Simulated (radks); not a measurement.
Initial-state core-level shifts of neutral aluminium when its valence configuration changes from [Ne] 3s2 3p1. Calculated with a radial shooting solver on a logarithmic mesh with Libxc functionals: Dirac Kohn-Sham, LDA (Slater exchange, Perdew-Wang correlation), spin-unpolarised, spherical densities, point nucleus; open shells fill j = l - 1/2 first. Shifts are changes of the shell-averaged eigenvalues in eV (positive: less bound).

[
 {"valence": "3p3", "1s": "-3.474", "2s": "-3.405", "2p": "-3.373"},
 {"valence": "3s1 3p2", "1s": "-1.814", "2s": "-1.774", "2p": "-1.759"},
 {"valence": "3s1.5 3p1.5", "1s": "-0.932", "2s": "-0.911", "2p": "-0.904"},
 {"valence": "3s0.5 3p2.5", "1s": "-2.662", "2s": "-2.606", "2p": "-2.583"}
]
